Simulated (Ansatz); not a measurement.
# Molecular dynamics, step by step

CH5GaO, singlet, HF/def2-SVP (Ansatz 0.2.0). Settings (timestep in fs, temperature in K; T counts 18 degrees of freedom):

```yaml
hamiltonian: {xc: hf}
md: {n_steps: 40, timestep: 0.25, temperature: 700, ensemble: nve, seed: 638, initial_velocities: maxwell_boltzmann}
```

Start, the saddle point found with PBE0-D4 in triple zeta (not stationary at another level):

| atom | x (Å) | y (Å) | z (Å) |
| --- | --- | --- | --- |
| Ga1 | -1.5526 | -0.3493 | -1.2128 |
| O2 | -0.0301 | -0.6996 | 0.0033 |
| C3 | 0.8688 | 0.1670 | 0.6602 |
| H4 | -0.0765 | -1.0940 | -1.3320 |
| H5 | -2.5434 | 0.7681 | -0.6516 |
| H6 | 0.3226 | 0.8104 | 1.3599 |
| H7 | 1.4038 | 0.8117 | -0.0470 |
| H8 | 1.6075 | -0.4143 | 1.2199 |

```csv
step,time (fs),potential energy less the start (meV),kinetic energy (meV),T (K)
0,0.00,0.0,542.9,700
2,0.50,12.5,530.5,684
4,1.00,54.3,488.9,630
6,1.50,110.7,432.9,558
8,2.00,164.8,378.9,489
10,2.50,202.5,341.4,440
12,3.00,215.2,328.8,424
14,3.50,201.8,342.1,441
16,4.00,167.2,376.5,485
18,4.50,119.9,423.7,546
20,5.00,68.4,475.1,613
22,5.50,18.6,524.8,677
24,6.00,-29.0,572.6,738
26,6.50,-83.4,627.2,809
28,7.00,-164.3,708.6,914
30,7.50,-299.6,844.2,1088
32,8.00,-509.5,1053.8,1359
34,8.50,-780.1,1322.8,1706
36,9.00,-1033.2,1573.2,2029
38,9.50,-1130.0,1667.5,2150
40,10.00,-977.8,1517.6,1957
```

Step 8, positions (Å) and forces (eV/Å):

```tsv
atom	x	y	z	Fx	Fy	Fz
Ga1	-1.553	-0.350	-1.213	0.381	-0.288	-0.158
O2	-0.039	-0.679	-0.002	0.733	0.034	-0.513
C3	0.882	0.152	0.655	-2.825	1.426	1.405
H4	-0.021	-1.156	-1.311	-0.434	0.424	0.648
H5	-2.564	0.715	-0.625	-0.112	0.085	0.030
H6	0.279	0.828	1.405	1.304	-1.115	-1.466
H7	1.454	0.786	0.007	0.118	0.523	-0.747
H8	1.581	-0.390	1.226	0.835	-1.088	0.800
```

Step 12, positions (Å) and forces (eV/Å):

```tsv
atom	x	y	z	Fx	Fy	Fz
Ga1	-1.553	-0.351	-1.213	0.373	-0.426	-0.322
O2	-0.043	-0.669	-0.005	0.924	-0.219	-0.748
C3	0.885	0.147	0.653	-2.811	1.683	1.729
H4	0.001	-1.182	-1.292	-0.535	0.632	0.900
H5	-2.575	0.689	-0.611	-0.160	0.176	0.074
H6	0.274	0.823	1.410	1.429	-1.150	-1.601
H7	1.480	0.780	0.024	0.013	0.510	-0.818
H8	1.577	-0.391	1.238	0.767	-1.207	0.785
```

Step 14, positions (Å) and forces (eV/Å):

```
atom       x       y       z      Fx      Fy      Fz
 Ga1  -1.553  -0.351  -1.213   0.309  -0.465  -0.411
  O2  -0.045  -0.663  -0.007   0.996  -0.365  -0.876
  C3   0.886   0.144   0.653  -2.441   1.651   1.832
  H4   0.011  -1.193  -1.280  -0.541   0.731   1.045
  H5  -2.581   0.676  -0.604  -0.175   0.212   0.097
  H6   0.276   0.816   1.406   1.381  -1.066  -1.544
  H7   1.494   0.779   0.030  -0.099   0.411  -0.761
  H8   1.578  -0.396   1.247   0.570  -1.110   0.617
```

Last step (40):

```
atom    x (Å)    y (Å)    z (Å)
 Ga1  -1.5556  -0.3548  -1.2163
  O2  -0.0536  -0.6110  -0.0479
  C3   0.9043   0.1193   0.6705
  H4   0.1401  -1.1102  -0.7154
  H5  -2.6867   0.5744  -0.4645
  H6   0.3517   0.7648   1.3179
  H7   1.5477   0.7300   0.0409
  H8   1.5226  -0.5336   1.3007
```

The run took about 35 s on 2 CPU threads of an Arm Neoverse V1 (shared host).
